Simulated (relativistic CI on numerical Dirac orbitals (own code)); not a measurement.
Mn6+ (3d) in a crystal field

Calculated by Dirac-Coulomb-Breit CI, KLI orbitals optimised for each configuration, QED by a radiative potential, valence Slater integrals scaled by 0.7, one configuration in a parametric crystal field (own radial code).

Field parameters in Wybourne normalisation: D3d B²₀ = −7Dσ, B⁴₀ = −14Dq − 21Dτ, B⁴₃ = −14√(10/7) Dq. The field is a parameter set, without covalency.

S is read from ⟨S²⟩ = S(S + 1).

Levels (cm⁻¹, degeneracy): 0 (2), 633 (2), 2406 (2), 16425 (2), 16576 (2).

(1) Which field gives this pattern?
A. D3d, 10Dq = 14450, Dσ = 1200, Dτ = 170 cm⁻¹
B. D3d, 10Dq = 14450, Dσ = -980, Dτ = 170 cm⁻¹
C. D3d, 10Dq = 14450, Dσ = 980, Dτ = 170 cm⁻¹
D. D3d, 10Dq = 14450, Dσ = -760, Dτ = 170 cm⁻¹

## Answers

(1) B. D3d, 10Dq = 14450, Dσ = -980, Dτ = 170 cm⁻¹, ground level with S = 0.50.
